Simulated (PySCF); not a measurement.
How methods differ on the excitation energy of Cl²⁺

Cl²⁺ [Ne] 3s2 3p3 (4S) → Cl²⁺ [Ne] 3s1 3p4 (4P), as a difference of total energies. All numbers are calculated (PySCF 2.14, no relativity, point nucleus, in aug-cc-pwCVTZ (8s7p5d3f, 75 functions)). Correlated levels: nothing frozen. The calculations carry no spin-orbit coupling.

| method | excitation energy (cm⁻¹) |
| --- | --- |
| UHF | 103470 |
| MP2 (all electrons) | 103610 |
| SCS-MP2 (all electrons) | 103410 |
| CCSD (all electrons) | 99475 |
| CCSD(T) (all electrons) | 98145 |

A first-order spin-orbit estimate (lowest level to lowest level, LS coupling) adds -0.046 eV.

The coupled-cluster amplitudes are large for the upper state (T1 above 0.03 or a double amplitude above 0.15), so a single reference is strained.
